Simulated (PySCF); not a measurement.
HZn, charge +1, singlet, geometry from GFN2-xTB (such geometries of metal compounds can be far from the true shape). Base run: PBE0/def2-TZVP (PySCF).

Input for PySCF:
```python
from pyscf import gto, scf, dft, solvent

mol = gto.Mole()
mol.atom = '''
    Zn   -0.000000   -0.000000   -0.048568
    H     0.000000    0.000000    1.457036
'''
mol.basis = 'def2-tzvp'
mol.charge = 1
mol.spin = 0
mol.verbose = 4
mol.build()

mf = dft.RKS(mol)
mf.xc = 'pbe0'
mf.kernel()
```

Each row names what was changed in the base input (with any setting that the change needs).

| change | ΔE vs base (kJ/mol) | HOMO-LUMO gap (eV) |
|---|---|---|
| base | 0.00 | 6.49 |
| model = IEF-PCM; solvent = dimethylsulfoxide; lebedev_order = 41 | -459.2 | 7.24 |
| model = COSMO; solvent = dimethylsulfoxide | -454.7 | 7.24 |
| model = IEF-PCM; solvent = dichloromethane | -412.0 | 7.08 |
| model = IEF-PCM; solvent = dimethylsulfoxide; r_probe = 0.5 | -322.1 | 6.91 |
| model = ddCOSMO; solvent = dimethylsulfoxide | -534.6 | 7.41 |
| model = IEF-PCM; solvent = water | -463.9 | 7.26 |
| model = IEF-PCM; solvent = acetonitrile | -455.8 | 7.23 |
| model = IEF-PCM; solvent = dimethylsulfoxide; lebedev_order = 11 | -460.6 | 7.21 |
| model = C-PCM; solvent = dimethylsulfoxide | -459.9 | 7.25 |
| model = IEF-PCM; solvent = n-hexane | -209.2 | 6.66 |
| model = IEF-PCM; solvent = dimethylsulfoxide; vdw_scale = 1.0 | -632.2 | 7.37 |

The base is the gas phase, so ΔE is the electrostatic part of solvation at a fixed geometry, without cavity and dispersion terms.
